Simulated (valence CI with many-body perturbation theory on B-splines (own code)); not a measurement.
Xe XV: M1 decay

Calculated by valence CI with perturbative core correlation (CI+MBPT): four valence electrons over a frozen Dirac-Fock core [Kr], radial functions for each j: 9 s, 9 p, 10 d, 8 f, 5 g, 3 h, 1 i, with the one-electron correlation potential Σ1, the two-electron term Σ2, the three-electron term Σ3, Breit, model QED; selected CI, second order for the rest (own B-spline code, finite nucleus).

No measured spectrum was set against this ion. As an estimate, terms of the open shell hold to 2 to 4 % of their energy, and close levels can change places. Core correlation moves these levels by up to 7100 cm⁻¹, and in measured spectra 5 to 20 % of such shifts remained as error; rates that hang on mixing are uncertain with them. Only levels of the ground parity were solved; by the run's estimate the other parity begins above the list, which can be wrong where configurations are misplaced.

Lines 1 to 50 of 120 in falling wavelength, among levels below 24.246 eV, chosen from the decays that carry over 1 % of a level's rate. Wavelengths and rates use the calculated energies, so an error of 2000 cm⁻¹ moves a line at 12630 Å by 25 % and its rate by three times that or more. S is in atomic units (e²a₀⁴ for E2 and M2, e²a₀⁶ for E3), for M1 in squared Bohr magnetons. Weak lines are less certain than strong ones. Lines between different terms over intervals too small for the method are left out, as are lines whose strength nearly cancels. Where a level lies close to another of its J and parity, the split of strength between their lines is uncertain.

Names give the largest LS component (configuration and term), which can be under half, so a name can repeat, a term be missing and a line seem to break the LS rules; names also repeat where a configuration has a term twice. Letters in brackets count levels of one name in rising energy.

```csv
λ vac (Å),Upper,Lower,Type,A (s⁻¹),S (a.u.)
24350,4d⁴ ⁵D_4,4d⁴ ⁵D_3,M1,1.55e+00,7.45e+00
23150,4d⁴ ³H_6,4d⁴ ³H_5,M1,1.04e+00,6.20e+00
17380,4d⁴ ⁵D_3,4d⁴ ⁵D_2,M1,7.92e+00,1.08e+01
14080,4d⁴ ⁵D_2,4d⁴ ⁵D_1,M1,1.76e+01,9.10e+00
12760,4d⁴ ⁵D_1,4d⁴ ⁵D_0,M1,2.03e+01,4.69e+00
12630,4d⁴ ³G_3,4d⁴ ³H_4,M1,3.56e+00,1.86e+00
10320,4d⁴ ³H_5,4d⁴ ³H_4,M1,1.68e+01,7.53e+00
10310,4d⁴ ³F_2 [b],4d⁴ ³P_2 [c],M1,8.86e+00,1.80e+00
9722,4d⁴ ³D_2,4d⁴ ³P_1 [a],M1,1.21e+01,2.05e+00
9472,4d⁴ ³P_2 [a],4d⁴ ³F_3 [a],M1,7.14e+00,1.12e+00
8930,4d⁴ ³G_4,4d⁴ ³G_3,M1,2.35e+01,5.58e+00
8690,4d⁴ ³D_2,4d⁴ ³F_2 [a],M1,6.22e+00,7.57e-01
8413,4d⁴ ³P_2 [c],4d⁴ ³P_2 [b],M1,1.35e+01,1.49e+00
7678,4d⁴ ³P_2 [b],4d⁴ ³D_1,M1,1.34e+01,1.13e+00
7487,4d⁴ ³P_2 [a],4d⁴ ³D_2,M1,1.09e+01,8.47e-01
7381,4d⁴ ³F_4 [a],4d⁴ ³H_5,M1,1.47e+01,1.98e+00
7334,4d⁴ ³P_1 [a],4d⁴ ³P_0 [a],M1,4.10e+01,1.80e+00
7226,4d⁴ ³G_5,4d⁴ ³G_4,M1,4.61e+01,7.09e+00
7094,4d⁴ ³D_2,4d⁴ ³G_3,M1,8.93e-01,5.91e-02
7035,4d⁴ ¹G_4 [a],4d⁴ ³G_5,M1,1.17e+01,1.36e+00
6990,4d⁴ ³F_3 [a],4d⁴ ³F_2 [a],M1,9.80e+00,8.68e-01
6723,4d⁴ ³P_2 [b],4d⁴ ³P_2 [a],M1,9.33e+00,5.25e-01
6614,4d⁴ ³H_4,4d⁴ ⁵D_4,M1,4.68e+01,4.52e+00
6577,4d⁴ ³D_1,4d⁴ ³D_2,M1,3.27e+01,1.04e+00
5919,4d⁴ ³F_3 [a],4d⁴ ³G_3,M1,1.96e+00,1.05e-01
5706,4d⁴ ³F_2 [b],4d⁴ ¹F_3,M1,1.74e+01,5.98e-01
5599,4d⁴ ¹G_4 [a],4d⁴ ³D_3,M1,1.29e+01,7.58e-01
5318,4d⁴ ³D_3,4d⁴ ³F_2 [a],M1,7.69e+01,3.00e+00
5280,4d⁴ ¹F_3,4d⁴ ³P_2 [a],M1,7.11e+00,2.71e-01
5276,4d⁴ ³G_5,4d⁴ ³H_6,M1,3.13e+01,1.88e+00
5231,4d⁴ ³G_4,4d⁴ ³H_4,M1,6.35e+01,3.03e+00
5201,4d⁴ ³H_4,4d⁴ ⁵D_3,M1,1.49e+01,7.01e-01
4777,4d⁴ ³P_2 [b],4d⁴ ³D_3,M1,4.27e+01,8.63e-01
4738,4d⁴ ³F_4 [b],4d⁴ ¹G_4 [a],M1,1.66e+01,5.89e-01
4674,4d⁴ ³D_3,4d⁴ ³G_3,M1,9.42e+01,2.50e+00
4632,4d⁴ ³F_2 [b],4d⁴ ³P_2 [b],M1,1.12e+01,2.06e-01
4473,4d⁴ ¹G_4 [a],4d⁴ ³F_3 [a],M1,4.13e+01,1.23e+00
4350,4d⁴ ¹I_6,4d⁴ ³H_6,M1,7.34e+01,2.91e+00
4340,4d⁴ ³G_3,4d⁴ ⁵D_4,M1,6.11e+00,1.30e-01
4304,4d⁴ ³F_4 [a],4d⁴ ³H_4,M1,1.03e+02,2.74e+00
4297,4d⁴ ³G_5,4d⁴ ³H_5,M1,5.07e+01,1.64e+00
4230,4d⁴ ³P_2 [a],4d⁴ ³P_1 [a],M1,3.39e+01,4.76e-01
4177,4d⁴ ¹G_4 [a],4d⁴ ³F_4 [a],M1,9.33e+01,2.27e+00
4031,4d⁴ ³H_5,4d⁴ ⁵D_4,M1,1.79e+01,4.78e-01
4022,4d⁴ ³P_2 [a],4d⁴ ³F_2 [a],M1,3.85e+01,4.65e-01
4001,4d⁴ ¹F_3,4d⁴ ³D_3,M1,7.08e+01,1.18e+00
3932,4d⁴ ³P_2 [b],4d⁴ ³F_3 [a],M1,4.47e+01,5.03e-01
3923,4d⁴ ³D_1,4d⁴ ³P_1 [a],M1,9.81e+01,6.59e-01
3893,4d⁴ ³F_3 [b],4d⁴ ¹G_4 [a],M1,6.75e+01,1.03e+00
3744,4d⁴ ³D_1,4d⁴ ³F_2 [a],M1,7.92e+01,4.62e-01
```
